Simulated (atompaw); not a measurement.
Logarithmic derivatives: cobalt (Co), PAW (atompaw)

cobalt, PAW, made with atompaw 4.2.0.5 (PBEsol, scalar-relativistic). Core [Ne], reference 3s2 3p6 3d7 4s1.5 4p0 (charge +0.5). Waves: 3s (bound): rc 1.00 bohr; 4s (bound): rc 1.55 bohr; 3p (bound): rc 1.25 bohr; 4p (bound, empty): rc 1.55 bohr; 3d (bound): rc 1.55 bohr; 3d channel at -0.6 Ry: rc 1.55 bohr. Local part: ultrasoft scheme with l = 3 at 0 Ry, radius 1.05 bohr. Core correction: smooth core density matched at 0.90 bohr. Augmentation charge: sinc compensation charge, radius 1.45 bohr; PAW radius 1.55 bohr; waves and projectors: custom polynom2 7 10 vanderbiltortho.

The phase is arctan(r·u′/u) with u = r·R(r), unwrapped; energies in Ry, scanned from -10 to 5 Ry. A pole is an energy at which the radial function vanishes at the test radius. The pseudo phase is shifted by a multiple of π to meet the all-electron one at the reference energy, and phase errors are pseudo minus all-electron; the curves can meet again beyond the range given. Levels narrower than the energy grid can be missing from the lists of poles.

**Question.** For each channel, where are the poles, and over which energies does the pseudopotential scatter like the atom?

**Answer.**

```json
{"channel": "s", "radius (bohr)": "1.55", "reference energy (Ry)": "-0.66", "poles, all-electron": "-7.43", "poles, pseudo": "-7.43", "unbroken range about the reference energy with phases within 0.05 rad": "below 1.6", "phase error 1 Ry above the reference energy (rad)": "-0.003"}
{"channel": "p", "radius (bohr)": "1.55", "reference energy (Ry)": "-0.31", "poles, all-electron": "-4.56", "poles, pseudo": "-4.57", "unbroken range about the reference energy with phases within 0.05 rad": "below 2.0", "phase error 1 Ry above the reference energy (rad)": "-0.003"}
{"channel": "d", "radius (bohr)": "1.55", "reference energy (Ry)": "-0.91", "poles, all-electron": "0.09", "poles, pseudo": "0.09", "unbroken range about the reference energy with phases within 0.05 rad": "below 4.5", "phase error 1 Ry above the reference energy (rad)": "+0.000"}
```

Phases in the p channel:

```csv
E (Ry),all-electron,pseudo
-10.00,1.329,1.323
-9.76,1.324,1.317
-9.52,1.318,1.312
-9.28,1.312,1.306
-9.04,1.305,1.299
-8.80,1.298,1.291
-8.56,1.290,1.283
-8.32,1.280,1.273
-8.08,1.269,1.262
-7.84,1.257,1.250
-7.60,1.242,1.235
-7.36,1.224,1.216
-7.12,1.201,1.193
-6.88,1.171,1.163
-6.64,1.131,1.122
-6.40,1.071,1.062
-6.16,0.974,0.963
-5.92,0.789,0.775
-5.68,0.355,0.339
-5.44,-0.523,-0.529
-5.20,-1.142,-1.142
-4.96,-1.396,-1.396
-4.72,-1.520,-1.521
-4.48,-1.593,-1.594
-4.24,-1.641,-1.643
-4.00,-1.677,-1.679
-3.76,-1.705,-1.707
-3.52,-1.728,-1.730
-3.28,-1.748,-1.750
-3.04,-1.766,-1.768
-2.80,-1.782,-1.784
-2.56,-1.798,-1.800
-2.32,-1.813,-1.815
-2.08,-1.828,-1.829
-1.84,-1.842,-1.844
-1.60,-1.857,-1.859
-1.36,-1.873,-1.874
-1.12,-1.889,-1.890
-0.88,-1.907,-1.907
-0.64,-1.925,-1.925
-0.40,-1.945,-1.945
-0.16,-1.966,-1.966
0.08,-1.990,-1.990
0.32,-2.016,-2.017
0.56,-2.045,-2.047
0.80,-2.078,-2.082
1.04,-2.116,-2.123
1.28,-2.159,-2.171
1.52,-2.209,-2.228
1.76,-2.268,-2.299
2.00,-2.338,-2.386
2.24,-2.421,-2.497
2.48,-2.521,-2.638
2.72,-2.640,-2.816
2.96,-2.780,-3.033
3.20,-2.942,-3.279
3.44,-3.120,-3.529
3.68,-3.306,-3.756
3.92,-3.486,-3.946
4.16,-3.652,-4.097
4.40,-3.797,-4.217
4.64,-3.920,-4.311
4.88,-4.023,-4.388
```
